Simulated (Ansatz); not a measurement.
Isolated molecules relaxed with PBE0-D4/def2-TZVP in Ansatz; ΔE leaves out vibrations. CCSD(T)/CBS is the MP2 limit (def2-TZVPP, def2-QZVPP) plus CCSD(T) − MP2 in def2-TZVPP, frozen cores. Functionals use def2-TZVPP. B3LYP here is the variant with VWN-RPA as its local correlation; programs differ in this. Elements past krypton have def2 core potentials. For Sn outer-core shells are correlated without core-valence functions, which leaves a few kJ/mol of doubt a bond. Each species was taken in one conformer, which may not be the lowest.

`FCO[SiH2]F` + `CC[BH][SnH3]` → `F[SiH2][BH][SnH3]` + `CCOCF`  (formal exchange of groups at the Si–O bond)

Task: Is it downhill or uphill in electronic energy at CCSD(T)/CBS, and by how much? (An estimate is asked.)

Result: Ansatz gave: Uphill: ΔE = +188.5 kJ/mol.

Task: What do these levels give: PBE0-D4, B3LYP-D4, ωB97X-V, SCS-MP2/def2-TZVPP, HF/CBS(def2), MP2/CBS(def2)? (Best estimate.)

Result: The calculation gave: PBE0-D4 177.2, B3LYP-D4 184.0, ωB97X-V 180.9, SCS-MP2/def2-TZVPP 195.1, HF/CBS(def2) 194.0, MP2/CBS(def2) 202.9 kJ/mol.

Largest T1 diagnostic among the species: 0.014.

From PBE to PBE0 (25 % exact exchange), in def2-TZVPP and without D4, ΔE moves by +7.8 kJ/mol.
